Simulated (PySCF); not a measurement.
Species: C₇H₉ (doublet state).
SMILES with atom numbers: `[CH2:1]=[CH:2][C@H:3]([CH3:4])[C:5]1[CH:6]=[CH:7]1` (hydrogens: H8, H9 on C1; H10 on C2; H11 on C3; H12, H13, H14 on C4; H15 on C6; H16 on C7)

Cartesian coordinates in Å at the GFN2-xTB level; atoms count from 1:
```
atom  x, y, z in Å
C1    -0.8158    1.9541    0.7298
C2    -0.6240    0.6447    0.6855
C3    -0.4526   -0.1453   -0.5760
C4    -1.2270   -1.4625   -0.5290
C5     1.0167   -0.4125   -0.7440
C6     2.0516   -0.8299    0.2061
C7     2.2079    0.3549   -0.3635
H8    -0.9291    2.5397   -0.1675
H9    -0.8750    2.4918    1.6611
H10   -0.5017    0.0777    1.5998
H11   -0.7930    0.4517   -1.4292
H12   -1.0722   -2.0228   -1.4477
H13   -2.2910   -1.2703   -0.4107
H14   -0.8873   -2.0694    0.3073
H15    2.4124   -1.5458    0.9056
H16    2.7723    1.2529   -0.4391
```

The hyperfine couplings belong to this conformer and change with its torsions.

Theory: UKS B3LYP, pcH-1 on C H, non-relativistic, mean-field spin-orbit, GIAO in PySCF. The structure is a single GFN2-xTB conformer in the gas phase; no vibrational or solvent corrections. A GFN2-xTB geometry isn't a minimum of the functional, and hyperfine couplings can be far from their values at a DFT geometry. Stability of the SCF solution: not tested.

Principal values of hyperfine tensors in MHz (contact and dipolar terms together), for some of the nuclei:

```json
{"atom": "C5", "isotope": "13C", "A1": "264.07", "A2": "269.81", "A3": "451.58"}
{"atom": "C3", "isotope": "13C", "A1": "40.93", "A2": "41.13", "A3": "59.12"}
{"atom": "H16", "isotope": "1H", "A1": "-22.65", "A2": "-15.67", "A3": "-4.22"}
{"atom": "H11", "isotope": "1H", "A1": "6.67", "A2": "8.68", "A3": "24.88"}
{"atom": "H15", "isotope": "1H", "A1": "-18.29", "A2": "-12.69", "A3": "-2.44"}
{"atom": "C4", "isotope": "13C", "A1": "5.77", "A2": "6.00", "A3": "8.91"}
{"atom": "C7", "isotope": "13C", "A1": "-9.18", "A2": "-3.42", "A3": "30.05"}
{"atom": "C1", "isotope": "13C", "A1": "0.84", "A2": "1.84", "A3": "11.76"}
```

Give the isotropic coupling of each nucleus in MHz and in mT (g = 2.0025), and the anisotropic part.

a_iso is a third of the trace, T = A − a_iso, and a(mT) = a(MHz)/(g × 13.996).

```csv
atom,a_iso (MHz),a_iso (mT),T1,T2,T3
C5,328.49,11.720,-64.42,-58.68,123.09
C3,47.06,1.679,-6.13,-5.93,12.06
H16,-14.18,-0.506,-8.47,-1.49,9.96
H11,13.41,0.479,-6.74,-4.73,11.47
H15,-11.14,-0.397,-7.15,-1.55,8.70
C4,6.89,0.246,-1.12,-0.89,2.01
C7,5.82,0.208,-15.00,-9.24,24.24
C1,4.81,0.172,-3.98,-2.97,6.95
```

What spin density at the nucleus of H11 lies behind its contact coupling (g_N = 5.58569)?

a_FC = 800.24 MHz bohr³ × g_N × ρ(0)/(2S). With a_FC = 13.41 MHz and 2S = 1, ρ(0) = 0.003001 bohr⁻³. In magnitude that is 0.9 % of the 1/π = 0.318 of a free hydrogen atom.

C2 (13C, g_N = 1.40482) isn't in the table. Its spin density at the nucleus is 0.02902 bohr⁻³. What is its contact coupling?

By the same relation, a_FC = 32.6 MHz. Its full tensor has the principal values 25.95, 29.52, 42.39 MHz.

Name the largest traceless tensor T of the table and describe it.

C5: -64.4, -58.7, 123.1 MHz, nearly axial, close to the ratio −1:−1:+2, the form that spin in one p orbital centred on that nucleus gives.

In a single crystal, with the field along each principal axis of the tensor of H16 in turn, what first-order splitting does this nucleus give (isotropic g, quadrupole terms neglected)?

2 lines (I = 1/2), spaced by |A_i|/(g × 13.996): 0.81, 0.56, 0.15 mT along the axes of A1, A2 and A3.

Hardware: Arm Neoverse V1, one thread, no GPU, shared host with 64 logical CPUs at a one-minute load of 44. Cost: 67 s of wall time (grids of density and orbitals included), 0.97 GiB resident at most.
